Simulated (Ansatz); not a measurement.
## Telling isomers of C2H7AlBF apart by their spectra

These gas-phase data were calculated for one isomer of C2H7AlBF at PBE-D3(BJ)/def2-SVP (harmonic, unscaled wavenumbers; equilibrium rotational constants with average atomic masses):

* rotational constants: 4.608, 2.858, 2.035 GHz
* all wavenumbers above 1500 cm⁻¹: 3083, 3081, 3060, 2983, 2969, 2566, 2484

Candidates:

(1) `B[CH2][AlH][CH2]F`, a singlet
(2) `B[CH2][Al]([CH3])[F]`, a singlet

Problem. Assign the data to one candidate and say why.

Solution. Candidate (2). No mode falls between 1700 and 2050 cm⁻¹, where the Al–H stretch of (1) would stand.

The same quantities for all candidates:

|  | rotational constants (GHz) | wavenumbers above 1500 cm⁻¹ | E above the lowest, PBE-D3(BJ)/def2-SVP (kcal/mol) |
| --- | --- | --- | --- |
| (1) | 8.603, 1.859, 1.618 | 3076, 2964, 2954, 2910, 2558, 2480, 1888 | 71.3 |
| (2) | 4.608, 2.858, 2.035 | 3083, 3081, 3060, 2983, 2969, 2566, 2484 | 0.0 |

Each candidate is one conformer. Programs: Ansatz 0.2.0.
